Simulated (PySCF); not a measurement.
# Continuum solvent and chemical shifts

Atoms are numbered as in `[F:1][P:2]([F:3])[SiH3:4]`; H(Xn) means a hydrogen on atom n.

GIAO PBE0/pcSseg-1 in PySCF 2.14 on one PBE0-D3(BJ)/def2-SVP conformer, non-relativistic, equivalent nuclei averaged. Solvents enter as an IEF-PCM continuum (acetone with ε = 20.5) around the gas-phase geometry. Shifts are referred to CFCl3, TMS computed in the same medium.

Gas phase, δ in ppm: F1/F3 -138.5, Si4 -73.8, H(Si4) 3.99. Dipole moment 1.88 D.

Q: How does each δ change in the continuum?

A: 
```
 atoms                        environment  Δδ, acetone
 F1/F3               fluorine bonded to P         -0.7
   Si4           silicon bonded to P, 3 H         +2.6
H(Si4)  hydrogen on a silicon bonded to P        +0.05
```

Changes are relative to the gas phase. The dipole moment becomes 2.36 D in acetone.

Q: Which of the listed nuclei move most (in ppm), and what does the model miss?

A: Si4 (silicon bonded to P, 3 H, +2.6 ppm) in acetone. A continuum only polarises the solute; specific hydrogen bonds, the anisotropy of aromatic solvents and changes of geometry or conformer are outside it.
